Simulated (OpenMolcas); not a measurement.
V2+ (d3) in a complex was computed by SS-CASPT2, IPEA 0.25 Eh, imaginary shift 0.1 Eh with the d shell active (OpenMolcas, ANO-RCC-VDZP on the metal). Its lowest spin-free states, and all those of the highest spin:

```
2S+1  Degeneracy  E (cm-1)
   4           1         0
   4           2      1620
   4           1      3980
   4           1      5880
   4           2      6890
   2           1     12010
   2           2     12510
   2           1     12700
   4           1     13040
   2           1     13380
   2           1     13650
   2           1     13790
   4           2     16490
```

Task: Is the site octahedral, tetrahedral or cube-like, axial, or of lower symmetry?

Result: The states with 2S+1 = 4 have orbital degeneracies 1, 2, 1, 1, 2, 1, 2. There are pairs but no triples, so the site is axial: not cubic, but with a proper or improper axis of order three or more. The run had V2+ with 5 ligands (chloride) in square pyramidal coordination (C4v) at 2.63 Å, the axial distance 2.814 Å. A charge of +0.6 e stands 3.2 Å behind each ligand. Ligand basis ANO-RCC-VDZP.

Over all roots computed the reference weight is 0.70 to 0.72; a low but even weight reflects the number of correlated electrons. Ligand-to-metal charge-transfer states are missing. With no ligand orbital active B as a rule stays too high, so bands that hang on it stand too high and its fall with covalency is understated. Free-ion shares, where given, are those of the reference states; single-state CASPT2 does not remix them. The distance lies 6 % over the 2.49 Å that this model takes as the normal distance (a Shannon-type radius plus a fixed donor radius); by an R⁻⁵ law this alone changes a d-shell field by about -24 %. No measured value stands beside these numbers; the geometry was imposed, not optimised, and the real ion may take another.
